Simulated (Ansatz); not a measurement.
Wavefunction ladder for `CN(C)[SiH](N)F`

```xyz
15

C     0.202   -1.142   -1.043
N    -0.398   -0.152   -0.181
C    -1.839   -0.118   -0.267
Si    0.473    0.592    1.079
N     2.001    1.045    0.501
F    -0.465    1.800    1.563
H     1.288   -1.129   -0.941
H    -0.041   -0.940   -2.095
H    -0.154   -2.156   -0.812
H    -2.159    0.113   -1.292
H    -2.247    0.649    0.390
H    -2.288   -1.084    0.007
H     0.726   -0.198    2.310
H     2.121    1.571   -0.349
H     2.781    1.149    1.128
```

Charge 0, multiplicity 1. The geometry is a stationary point of PBE0-D4/def2-TZVP. It is one conformer, not always the lowest. Frozen core, restricted reference, Ansatz. CBS rows extrapolate triple and quadruple zeta; past MP2 they add the triple-zeta difference.

```tsv
basis	HF (Eh)	MP2 corr.	CCSD corr.	(T)	CCSD(T) total
def2-TZVPP	-578.50982	-1.14836	-1.19450	-0.04299	-579.74731
def2-QZVPP	-578.53375	-1.23502	–	–	–
CBS(def2)	-578.53704	-1.29921	-1.34535	as TZ	-579.92538
```
